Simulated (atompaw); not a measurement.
# Reading a pseudo-wave (sulfur)

Columns: radius, all-electron u(r) and pseudo u(r) of the 3s shell (level -17.43 eV) of sulfur in the configuration [Ne] 3s1.75 3p4.25; PBE, scalar-relativistic, PAW (atompaw) scheme, atompaw 4.2.0.5.

| r (bohr) | all-electron | pseudo |
| --- | --- | --- |
| 0.071 | 0.1923 | 0.0242 |
| 0.142 | -0.0501 | 0.0500 |
| 0.213 | -0.2781 | 0.0791 |
| 0.285 | -0.3937 | 0.1131 |
| 0.356 | -0.3988 | 0.1521 |
| 0.427 | -0.3265 | 0.1972 |
| 0.498 | -0.2072 | 0.2482 |
| 0.569 | -0.0650 | 0.3048 |
| 0.640 | 0.0832 | 0.3661 |
| 0.712 | 0.2281 | 0.4314 |
| 0.783 | 0.3589 | 0.4973 |
| 0.854 | 0.4741 | 0.5624 |
| 0.925 | 0.5722 | 0.6248 |
| 0.996 | 0.6536 | 0.6821 |
| 1.067 | 0.7188 | 0.7324 |
| 1.138 | 0.7687 | 0.7742 |
| 1.210 | 0.8050 | 0.8066 |
| 1.281 | 0.8282 | 0.8285 |
| 1.352 | 0.8403 | 0.8404 |
| 1.423 | 0.8432 | 0.8432 |
| 1.494 | 0.8380 | 0.8380 |
| 1.565 | 0.8262 | 0.8262 |
| 1.637 | 0.8088 | 0.8088 |
| 1.708 | 0.7874 | 0.7874 |
| 1.779 | 0.7626 | 0.7626 |
| 1.850 | 0.7354 | 0.7354 |

(1) How many radial nodes do the two functions have?

(2) At about which radius was the pseudo-wave matched?

(3) Where does each function peak?

(4) Is the pseudo-wave norm-conserving?

Results:

(1) The all-electron 3s function has n − l − 1 = 2; the pseudo-wave has 0, since the states of the same l below it are removed with the core.

(2) 1.45 bohr. The columns agree to 0.0005 from 1.28 bohr on; several derivatives are matched, so the curves merge somewhat inside the radius.

(3) Outermost all-electron maximum near 1.42 bohr, pseudo maximum near 1.42 bohr (to the table’s step).

(4) No, it belongs to a PAW set: the norm inside the radius is not constrained, and the difference is carried by the augmentation charge.
